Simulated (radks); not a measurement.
Values are calculated unless marked as measured or tabulated.
Species: the antimony ion Sb4+. Configuration: [Ar] 3d10 4s2 4p5 4d10 5s1 6s1 (not the ground configuration).

Level of theory: Dirac Kohn-Sham, HCTH/407, spin-unpolarised, spherical densities, finite nucleus; open shells fill j = l - 1/2 first; Fermi nuclear charge, rms radius 4.6802 fm (a radial shooting solver on a logarithmic mesh with Libxc functionals).

Energy parts (eV):
total: -176312.757
kinetic: 186027.849
electron-nucleus: -425423.518
Hartree: 67786.063
exchange-correlation: -4703.152

Orbitals (lengths in bohr, moments of r in powers of bohr; r(max) is where P^2 peaks; r(90%) holds 90 % of the orbital's charge):
[
 {"orbital": "1s1/2", "occ.": "2", "eigenvalue (eV)": "-30336.61", "r(90%)": "0.0511", "<r^4>": "3.130e-06", "<r>": "0.02843", "r(max)": "0.01836"},
 {"orbital": "2s1/2", "occ.": "2", "eigenvalue (eV)": "-4672.643", "r(90%)": "0.189", "<r^4>": "0.0005386", "<r>": "0.1222", "r(max)": "0.1038"},
 {"orbital": "2p1/2", "occ.": "2", "eigenvalue (eV)": "-4378.142", "r(90%)": "0.169", "<r^4>": "0.0003457", "<r>": "0.1032", "r(max)": "0.07981"},
 {"orbital": "2p3/2", "occ.": "4", "eigenvalue (eV)": "-4126.255", "r(90%)": "0.177", "<r^4>": "0.0004090", "<r>": "0.1087", "r(max)": "0.08443"},
 {"orbital": "3s1/2", "occ.": "2", "eigenvalue (eV)": "-965.5557", "r(90%)": "0.485", "<r^4>": "0.02368", "<r>": "0.3300", "r(max)": "0.3000"},
 {"orbital": "3p1/2", "occ.": "2", "eigenvalue (eV)": "-844.7825", "r(90%)": "0.482", "<r^4>": "0.02278", "<r>": "0.3204", "r(max)": "0.2863"},
 {"orbital": "3p3/2", "occ.": "4", "eigenvalue (eV)": "-798.1591", "r(90%)": "0.498", "<r^4>": "0.02597", "<r>": "0.3316", "r(max)": "0.2966"},
 {"orbital": "3d3/2", "occ.": "4", "eigenvalue (eV)": "-584.4773", "r(90%)": "0.476", "<r^4>": "0.02170", "<r>": "0.3025", "r(max)": "0.2420"},
 {"orbital": "3d5/2", "occ.": "6", "eigenvalue (eV)": "-574.7542", "r(90%)": "0.481", "<r^4>": "0.02262", "<r>": "0.3061", "r(max)": "0.2450"},
 {"orbital": "4s1/2", "occ.": "2", "eigenvalue (eV)": "-206.7870", "r(90%)": "1.13", "<r^4>": "0.7076", "<r>": "0.7838", "r(max)": "0.7203"},
 {"orbital": "4p1/2", "occ.": "2", "eigenvalue (eV)": "-165.4639", "r(90%)": "1.20", "<r^4>": "0.8924", "<r>": "0.8208", "r(max)": "0.7418"},
 {"orbital": "4p3/2", "occ.": "3", "eigenvalue (eV)": "-156.6023", "r(90%)": "1.24", "<r^4>": "1.015", "<r>": "0.8479", "r(max)": "0.7656"},
 {"orbital": "4d3/2", "occ.": "4", "eigenvalue (eV)": "-90.2201", "r(90%)": "1.47", "<r^4>": "1.990", "<r>": "0.9688", "r(max)": "0.8267"},
 {"orbital": "4d5/2", "occ.": "6", "eigenvalue (eV)": "-88.8459", "r(90%)": "1.48", "<r^4>": "2.074", "<r>": "0.9790", "r(max)": "0.8350"},
 {"orbital": "5s1/2", "occ.": "1", "eigenvalue (eV)": "-56.1429", "r(90%)": "2.65", "<r^4>": "21.54", "<r>": "1.860", "r(max)": "1.699"},
 {"orbital": "6s1/2", "occ.": "1", "eigenvalue (eV)": "-25.8403", "r(90%)": "5.17", "<r^4>": "315.3", "<r>": "3.713", "r(max)": "3.612"}
]

The highest occupied level is 6s1/2 at -25.840 eV. The electron density at the nucleus is 2.086e+05 e/bohr^3. The density falls to 0.001 e/bohr^3 at r = 4.55 bohr.

Empty levels of this run are not shown, since the potential may be unsettled where no density lies.
